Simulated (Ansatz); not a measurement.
Start from `C[O][GeH]([CH3])[NH]C(C)(C)C` and change one atom or group to get `CC(C)(C)[NH][Sn]([Cl])([Cl])[Cl]`.

Ansatz, PBE0-D4/def2-TZVP geometries, multiplicity 1. Each molecule was computed in one conformer, which needn't be the lowest.

Elements past krypton have def2 core potentials. Scalar relativity is left out up to krypton.

| property | `C[O][GeH]([CH3])[NH]C(C)(C)C` |
| --- | --- |
| LUMO energy (PBE0/def2-TZVPP) / eV | 0.93 |
| HOMO energy (ωB97M-V/def2-TZVPP) / eV | -9.03 |
| HOMO energy (B3LYP/def2-TZVPP) / eV | -6.44 |
| LUMO energy (ωB97M-V/def2-TZVPP) / eV | 2.34 |
| size of the dipole moment (PBE/def2-TZVPP) / D | 0.81 |
| HOMO energy (PBE/def2-TZVPP) / eV | -5.31 |

Question: What does the change do to each property? (Best estimate.)

Answer: The calculation gave: 
```csv
property,`CC(C)(C)[NH][Sn]([Cl])([Cl])[Cl]`,shift
LUMO energy (PBE0/def2-TZVPP) / eV,-2.21,-3.14
HOMO energy (ωB97M-V/def2-TZVPP) / eV,-9.91,-0.88
HOMO energy (B3LYP/def2-TZVPP) / eV,-7.37,-0.93
LUMO energy (ωB97M-V/def2-TZVPP) / eV,-0.18,-2.52
size of the dipole moment (PBE/def2-TZVPP) / D,3.55,2.74
HOMO energy (PBE/def2-TZVPP) / eV,-6.24,-0.93
```

With PBE0 the HOMO falls by 0.93 eV and the LUMO falls by 3.14 eV, so the gap narrows by about 2.21 eV. PBE moves the HOMO by -0.93 eV and ωB97M-V by -0.88 eV. Dipoles are sizes alone; their direction can turn.

B3LYP here is the variant with VWN-RPA as its local correlation; programs differ in this.
